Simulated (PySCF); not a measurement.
One of the candidates below gave these computed data.

All candidates are C4H9ClSSi.

| technique | computed result |
| --- | --- |
| NMR, other nuclei | isotropic shieldings of nuclei other than C and H, by class: 348 (1 Si), 450 (1 S), 952 (1 Cl) ppm [GIAO PBE0/pcSseg-1] |
| Rotational structure | rotational constants A, B, C: 2.519, 0.939, 0.789 GHz [GFN2-xTB] |
| UV, first state | lowest singlet excitation: 5.13 eV (242 nm, f = 0.000) [TDDFT B3LYP/def2-SVPD] |
| 13C NMR | chemical shifts (computed TMS as zero) by class: 39.3 (1 C), 31.7 (2 C), 13.3 (1 C) ppm [GIAO PBE0/pcSseg-1] |
| Triplet | lowest triplet excitation (Tamm–Dancoff): 4.82 eV [TDA B3LYP/def2-SVPD] |
| Dipole | 1.16 D [B3LYP/def2-SVPD] |
| 1H NMR | chemical shifts (computed TMS as zero) by class: 5.45 (1 H), 3.30 (1 H), 2.46 (2 H), 2.29 (3 H), 1.99 (2 H) ppm [GIAO PBE0/pcSseg-1] |

The electronic properties come from PySCF, for the isolated species, density fitting. Levels stand in brackets. Geometry: GFN2-xTB, one conformer, isolated molecule. NMR classes are plain means over equivalent atoms (diastereotopic ones count apart unless rotation or inversion swaps them), as if these changed places fast.

Question: Which candidate is it?
A. `CS[Si@@H](Cl)C1CC1`
B. `CS[C@H]1C[Si@@H](Cl)C1`
C. `C/C=C(\Cl)SC[SiH3]`

Answer: B. It is `CS[C@H]1C[Si@@H](Cl)C1`. Numbering: `[CH3:1][S:2][C@H:3]1[CH2:4][Si@@H:5]([Cl:6])[CH2:7]1`. Its formula, C4H9ClSSi, gives 1 degree of unsaturation: 1 ring and 0 π bonds in the structure found. 4 carbons fall into 3 classes; from least to most shielded: ring sp3 carbon bound to sulfur [C3] (39.3 ppm), ring sp3 carbon bound to silicon [C4/C7] (31.7 ppm, 2 C), S-methyl carbon [C1] (13.3 ppm). Hydrogen classes from least to most shielded: 1 H on a chlorine-bound silicon, Si5 (5.45 ppm), 1 H on an sp3 carbon bound to sulfur, C3 (3.30 ppm), 2 H on 2 like atoms (sp3 carbon bound to silicon), C4/C7 (2.46 ppm), 3 H on an S-methyl carbon, C1 (2.29 ppm), 2 H on 2 like atoms (sp3 carbon bound to silicon), C4/C7 (1.99 ppm). The other shieldings belong to: 348 ppm, chlorine-bound silicon [Si5]; 450 ppm, sulfide sulfur [S2]; 952 ppm, silicon-bound chlorine [Cl6]. By its constants the optimised geometry is an asymmetric top.

The others, at the same levels:
- `CS[Si@@H](Cl)C1CC1` fails: it has 4 carbon classes against 3; its computed 13C shifts are 13.4 (1 C), 4.8 (1 C), 4.7 (1 C), -0.3 (1 C) ppm, 1H shifts are 5.72 (1 H), 2.15 (3 H), 0.80 (1 H), 0.79 (1 H), 0.79 (1 H), 0.32 (1 H), -0.06 (1 H) ppm and rotational constant A is 2.256 GHz (against 2.519 GHz).
- `C/C=C(\Cl)SC[SiH3]` fails: it has 4 carbon classes against 3; its computed 13C shifts are 146.0 (1 C), 132.9 (1 C), 18.5 (1 C), 18.1 (1 C) ppm, 1H shifts are 6.25 (1 H), 3.96 (3 H), 2.33 (2 H), 2.06 (3 H) ppm and lowest singlet excitation is 4.77 eV (260 nm, f = 0.039) (against 5.13 eV).

Each candidate is one conformer, not necessarily the lowest. The conformers computed, where there is a choice (atom-mapped SMILES and torsion angles):
- `[CH3:1][S:2][C@H:3]1[CH2:4][Si@@H:5]([Cl:6])[CH2:7]1`: C1–S2–C3–C4 -61°
- `[CH3:1][S:2][Si@@H:3]([Cl:4])[CH:5]1[CH2:6][CH2:7]1`: C1–S2–Si3–Cl4 50°, S2–Si3–C5–C6 166°
- `[CH3:1]/[CH:2]=[C:3](\[Cl:4])[S:5][CH2:6][SiH3:7]`: C2–C3–S5–C6 140°, C3–S5–C6–Si7 -177°
